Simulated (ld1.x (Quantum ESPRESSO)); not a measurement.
# Sr (Z = 38): one change to a PAW potential, before and after

Sr (Z = 38), PAW, made with ld1.x (Quantum ESPRESSO) 7.5 (PBEsol, scalar-relativistic). Core [Ar] 3d10, reference 4s2 4p6 4d0 5s2 5p0. Waves: 4s (bound): rcut 1.85, rcutus 1.95 bohr; 5s (bound): rcut 1.85, rcutus 1.95 bohr; 4p (bound): rcut 3.25, rcutus 3.50 bohr; 5p (bound, empty): rcut 3.25, rcutus 3.50 bohr; 4d (bound, empty): rcut 2.65, rcutus 3.65 bohr; 4d channel at 0.4 Ry: rcut 2.65, rcutus 3.65 bohr. Local part: all-electron potential smoothed inside 3.35 bohr (lloc = -1). Core correction: Bessel-smoothed model core inside 1.25 bohr. Augmentation charge: BESSEL, radius 1.75 bohr.

Change: core correction Bessel-smoothed model core inside 2.22 bohr.

Cutoffs: the cutoffs (Ry, on a coarse ladder) from which the occupation-weighted sum of valence levels, in a spherical-Bessel basis at the reference potential, stays within 10 and 1 mRy of its value at 400 Ry; they do not see the model core or the augmentation charge, which bear on the density cutoff. Errors are all-electron minus pseudo energies relative to the spin-unpolarised reference configuration.

Task: How do hardness, ghosts and transferability respond?

Result: The potential gets neither clearly harder nor softer (15 Ry and 21 Ry → 15 Ry and 21 Ry); the number of tests that count goes from 7 to 6; of the 6 tests that both files solve, the error grows in 1 and shrinks in 0 by more than 15 % and 0.3 meV (median size 1.1 → 1.1 meV); neither file shows a bound ghost at the reference potential, the only one tested. A wider model core is smoother and lowers the density cutoff, which this test does not measure.

| quantity | base | changed |
| --- | --- | --- |
| cutoff, loose | 15 Ry | 15 Ry |
| cutoff, tight | 21 Ry | 21 Ry |
| bound ghosts | none | none |
| tests counted (converged, no solver errors) | 7 of 7 | 6 of 7 |
| error for 4s2 4p6 4d0 5s0 5p0, meV [ΔE 16.79 eV] | -1.1 | -1.2 |
| error for 4s2 4p6 4d0 5s1.5 5p0, meV [ΔE 2.35 eV] | -0.2 | -0.2 |
| error for 4s2 4p6 4d1 5s0 5p0, meV [ΔE 7.63 eV] | -1.0 | -1.1 |
| error for 4s2 4p6 4d0 5s1 5p1, meV [ΔE 2.31 eV] | -2009 | -2009 |
| error for 4s2 4p5 4d0 5s2 5p0, meV [ΔE 28.30 eV] | -17 | -21 |
| error for 4s2 4p6 4d0.5 5s1.5 5p0, meV [ΔE 1.15 eV] | -0.6 | -0.6 |
| s: phases at 3.93 bohr within 0.05 rad from the reference energy up to (Ry; the scan ends near 5) | n/a | n/a |
| p: phases at 3.93 bohr within 0.05 rad from the reference energy up to (Ry; the scan ends near 5) | 1.8 | 1.8 |
| d: phases at 3.93 bohr within 0.05 rad from the reference energy up to (Ry; the scan ends near 5) | 3.7 | 3.7 |
| lowest overlap eigenvalue by channel | s 0.37, p 0.83, d 0.62 | s 0.37, p 0.83, d 0.62 |

Base: These tests converged, but a pseudo level misses the all-electron one widely, so the file describes the atom poorly there or has found another state: 4s2 4p6 4d0 5s1 5p0: empty 5p by 3.6 eV (a node warning on the way); 4s2 4p6 4d1 5s0 5p0: empty 5p by 2.9 eV; 4s2 4p6 4d0 5s1 5p1: 4p by 2.6 eV (a node warning on the way); 4s2 4p5 4d0 5s2 5p0: empty 5p by 4.5 eV. Changed file: Tests not counted: 4s2 4p6 4d0 5s1 5p0 (an occupied level unbound or not found, printed error -0.1 meV). These tests converged, but a pseudo level misses the all-electron one widely, so the file describes the atom poorly there or has found another state: 4s2 4p6 4d1 5s0 5p0: empty 5p by 2.9 eV; 4s2 4p6 4d0 5s1 5p1: 4p by 2.6 eV (a node warning on the way); 4s2 4p5 4d0 5s2 5p0: empty 5p by 4.5 eV.
